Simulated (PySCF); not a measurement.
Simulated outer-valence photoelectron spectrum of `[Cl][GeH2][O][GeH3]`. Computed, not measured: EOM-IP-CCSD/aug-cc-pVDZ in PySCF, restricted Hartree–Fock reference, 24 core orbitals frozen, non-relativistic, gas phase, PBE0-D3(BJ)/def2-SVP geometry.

Each root has a Gaussian of 0.8 eV full width with its one-hole share as area; cross sections and vibrations are left out, and the highest printed point is 100.

```json
{"ionisation energy (eV)": "9.5", "intensity": "0"}
{"ionisation energy (eV)": "9.6", "intensity": "1"}
{"ionisation energy (eV)": "9.7", "intensity": "1"}
{"ionisation energy (eV)": "9.8", "intensity": "2"}
{"ionisation energy (eV)": "9.9", "intensity": "5"}
{"ionisation energy (eV)": "10.0", "intensity": "8"}
{"ionisation energy (eV)": "10.1", "intensity": "14"}
{"ionisation energy (eV)": "10.2", "intensity": "20"}
{"ionisation energy (eV)": "10.3", "intensity": "28"}
{"ionisation energy (eV)": "10.4", "intensity": "37"}
{"ionisation energy (eV)": "10.5", "intensity": "44"}
{"ionisation energy (eV)": "10.6", "intensity": "51"}
{"ionisation energy (eV)": "10.7", "intensity": "56"}
{"ionisation energy (eV)": "10.8", "intensity": "62"}
{"ionisation energy (eV)": "10.9", "intensity": "67"}
{"ionisation energy (eV)": "11.0", "intensity": "73"}
{"ionisation energy (eV)": "11.1", "intensity": "81"}
{"ionisation energy (eV)": "11.2", "intensity": "89"}
{"ionisation energy (eV)": "11.3", "intensity": "96"}
{"ionisation energy (eV)": "11.4", "intensity": "100"}
{"ionisation energy (eV)": "11.5", "intensity": "100"}
{"ionisation energy (eV)": "11.6", "intensity": "96"}
{"ionisation energy (eV)": "11.7", "intensity": "87"}
{"ionisation energy (eV)": "11.8", "intensity": "75"}
{"ionisation energy (eV)": "11.9", "intensity": "64"}
{"ionisation energy (eV)": "12.0", "intensity": "54"}
{"ionisation energy (eV)": "12.1", "intensity": "48"}
{"ionisation energy (eV)": "12.2", "intensity": "48"}
{"ionisation energy (eV)": "12.3", "intensity": "53"}
{"ionisation energy (eV)": "12.4", "intensity": "61"}
{"ionisation energy (eV)": "12.5", "intensity": "69"}
{"ionisation energy (eV)": "12.6", "intensity": "75"}
{"ionisation energy (eV)": "12.7", "intensity": "76"}
{"ionisation energy (eV)": "12.8", "intensity": "72"}
{"ionisation energy (eV)": "12.9", "intensity": "64"}
{"ionisation energy (eV)": "13.0", "intensity": "53"}
{"ionisation energy (eV)": "13.1", "intensity": "43"}
{"ionisation energy (eV)": "13.2", "intensity": "35"}
{"ionisation energy (eV)": "13.3", "intensity": "32"}
{"ionisation energy (eV)": "13.4", "intensity": "34"}
{"ionisation energy (eV)": "13.5", "intensity": "41"}
{"ionisation energy (eV)": "13.6", "intensity": "51"}
{"ionisation energy (eV)": "13.7", "intensity": "61"}
{"ionisation energy (eV)": "13.8", "intensity": "70"}
{"ionisation energy (eV)": "13.9", "intensity": "75"}
{"ionisation energy (eV)": "14.0", "intensity": "74"}
{"ionisation energy (eV)": "14.1", "intensity": "67"}
{"ionisation energy (eV)": "14.2", "intensity": "57"}
{"ionisation energy (eV)": "14.3", "intensity": "45"}
{"ionisation energy (eV)": "14.4", "intensity": "32"}
{"ionisation energy (eV)": "14.5", "intensity": "22"}
{"ionisation energy (eV)": "14.6", "intensity": "13"}
{"ionisation energy (eV)": "14.7", "intensity": "8"}
{"ionisation energy (eV)": "14.8", "intensity": "4"}
{"ionisation energy (eV)": "14.9", "intensity": "2"}
{"ionisation energy (eV)": "15.0", "intensity": "1"}
{"ionisation energy (eV)": "15.1", "intensity": "0"}
{"ionisation energy (eV)": "15.2", "intensity": "0"}
```

**Question.** Where are the maxima, and how many lines lie under the curve?

**Answer.** 3 maxima, at 11.5, 12.7 and 13.9 eV, from 8 lines. At this width some lines have no maximum of their own.

**Question.** List the lines with their holes.

**Answer.** 
```json
{"E (eV)": "10.60", "leading hole (HF orbital)": "HOMO", "area": "0.94", "Koopmans (eV)": "11.83"}
{"E (eV)": "11.16", "leading hole (HF orbital)": "HOMO-1", "area": "0.94", "Koopmans (eV)": "12.45"}
{"E (eV)": "11.51", "leading hole (HF orbital)": "HOMO-3", "area": "0.95", "Koopmans (eV)": "12.57"}
{"E (eV)": "11.68", "leading hole (HF orbital)": "HOMO-2", "area": "0.95", "Koopmans (eV)": "12.54"}
{"E (eV)": "12.58", "leading hole (HF orbital)": "HOMO-4", "area": "0.95", "Koopmans (eV)": "13.45"}
{"E (eV)": "12.78", "leading hole (HF orbital)": "HOMO-5", "area": "0.94", "Koopmans (eV)": "13.66"}
{"E (eV)": "13.83", "leading hole (HF orbital)": "HOMO-6", "area": "0.94", "Koopmans (eV)": "15.15"}
{"E (eV)": "14.05", "leading hole (HF orbital)": "HOMO-7", "area": "0.94", "Koopmans (eV)": "15.46"}
```

The widest gap, 1.05 eV, lies between 12.78 and 13.83 eV. Only orbitals with −ε under 21 eV, eight at most, were ionised, so the high end of the curve may lack lines.

On one thread, Arm Neoverse V1 (aarch64), shared host, this took 12 min of wall time and 3.0 GiB of memory at its peak.

Shape of the structure used: `[Cl:1][GeH2:2][O:3][GeH3:4]`: Cl1–Ge2–O3–Ge4 -5°.

One conformer stands for the species.
